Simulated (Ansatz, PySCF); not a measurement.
B(Me)(SiH3)2 (CH9BSi2), SMILES [SiH3]B(C)[SiH3]. Atoms are numbered in the order given.

```xyz
13

B      0.4491    -0.0540    -0.1222
C      1.9687    -0.1147    -0.4932
H      2.5089    -1.0052    -0.1364
H      2.3822     0.7452     0.0803
H      2.2106     0.0853    -1.5489
Si    -0.2918    -0.9438     1.5366
H     -1.6137    -1.5863     1.2559
H     -0.5272     0.1241     2.5616
H      0.6118    -1.9724     2.1405
Si    -0.8514     1.0038    -1.2544
H     -1.9644     1.6095    -0.4605
H     -1.4641     0.0321    -2.2181
H     -0.1964     2.0863    -2.0540
```
Charge 0, spin multiplicity 1.

Coordinates come from a ωB97X-D3(BJ)/def2-SVP optimisation. The structure was generated by enumeration, and PubChem lists no compound with its InChIKey, so it may never have been made.

Vertical ionisation energy (IE) and electron affinity (EA) in eV. Rows of orbital energies are one-electron estimates. Where ΔSCF, EOM or ADC give a negative EA the extra electron is unbound and the value depends on the basis.

```csv
level,IE,EA
"−ε(HOMO), −ε(LUMO), M06-2X/def2-TZVP (PySCF)",8.48,1.33
"−ε(HOMO), −ε(LUMO), PBE/def2-TZVP (PySCF)",6.32,3.23
"ΔSCF, CAM-B3LYP/def2-SVPD (Ansatz), final states of multiplicity 2 and 2",9.45,0.57
"ΔSCF, PBE/def2-SVPD (Ansatz), final states of multiplicity 2 and 2",(withheld),(withheld)
```

### Question
Some entries are withheld; supply them. (The exact figures need the calculation; the answer reports its results.)

### Answer

- ΔSCF, PBE/def2-SVPD (Ansatz, an electronic-structure program), final states of multiplicity 2 and 2, IE: 9.07
- ΔSCF, PBE/def2-SVPD (Ansatz), final states of multiplicity 2 and 2, EA: 0.71

### Question
What vertical singlet–triplet gap does ΔSCF give with CAM-B3LYP/def2-SVPD (Ansatz) and with PBE/def2-SVPD (Ansatz)? (Estimate from the structure and the level; the computed values follow.)

### Answer
3.05 and 2.71 eV (triplet above singlet where positive).
